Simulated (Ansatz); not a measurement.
Gas-phase electronic energies from Ansatz, PBE0-D4/def2-TZVP geometries. CCSD(T)/CBS is the MP2 limit (def2-TZVPP, def2-QZVPP) plus CCSD(T) − MP2 in def2-TZVPP, frozen cores. This one scheme is used for every species. DFT in def2-TZVPP. B3LYP here is the variant with VWN-RPA as its local correlation; programs differ in this. HSE06 is defined as in plane-wave codes. Triplets are unrestricted, without spin–orbit coupling. One conformer a species, not always the lowest.

Reaction (formal loss of a carbene): `CB(N)N` → `NBN` + `[CH2]` (triplet)

```tsv
level	ΔE (eV)	difference from CCSD(T)/CBS
LDA (SPW92)	5.68	0.75
PBE-D4	4.98	0.05
BLYP-D4	4.82	-0.11
r2SCAN-D4	4.71	-0.22
B97M-V	4.97	0.04
PBE0-D4	4.90	-0.03
B3LYP-D4	4.83	-0.10
r2SCANh-D4	4.69	-0.24
r2SCAN0-D4	4.67	-0.26
HSE06-D4	4.90	-0.03
BHLYP-D4	4.72	-0.21
CAM-B3LYP-D4	4.88	-0.05
ωB97X-V	5.02	0.09
ωB97M-V	4.95	0.02
B2PLYP	4.81	-0.12
PBE	4.91	-0.02
revPBE	4.64	-0.29
r2SCAN	4.69	-0.24
PBE0	4.85	-0.08
B3LYP	4.73	-0.20
r2SCANh	4.67	-0.26
r2SCAN0	4.65	-0.28
HSE06	4.85	-0.08
BHLYP	4.65	-0.28
LC-ωPBE	4.81	-0.12
RPA@PBE/def2-TZVPP	4.71	-0.22
HF/def2-SVP	3.45	-1.48
MP2/def2-SVP	4.80	-0.13
CCSD/def2-SVP	4.62	-0.31
HF/def2-TZVPP	3.37	-1.56
MP2/def2-TZVPP	4.94	0.01
SCS-MP2/def2-TZVPP	4.92	-0.01
CCSD/def2-TZVPP	4.69	-0.24
CCSD(T)/def2-TZVPP	4.80	-0.13
HF/def2-QZVPP	3.37	-1.56
MP2/def2-QZVPP	5.01	0.08
SCS-MP2/def2-QZVPP	5.01	0.08
HF/CBS(def2)	3.37	-1.56
MP2/CBS(def2)	5.06	0.13
CCSD/CBS(def2)	4.81	-0.12
CCSD(T)/CBS	4.93	0
```

Largest T1 diagnostic among the species: 0.011.

The D4 term adds +0.10 eV with B3LYP and +0.06 eV with PBE0; it sums over pairs of atoms, weighted by their polarisabilities, and B3LYP, whose exchange is more repulsive, gets the larger term. Leaving LDA and LC-ωPBE aside and taking each functional with its dispersion term where it has one, the values spread over 0.35 eV, from r2SCAN0-D4 to ωB97X-V. LDA lies +0.77 eV from PBE without D4. From PBE to PBE0 (25 % exact exchange), in def2-TZVPP and without D4, ΔE moves by −0.07 eV.
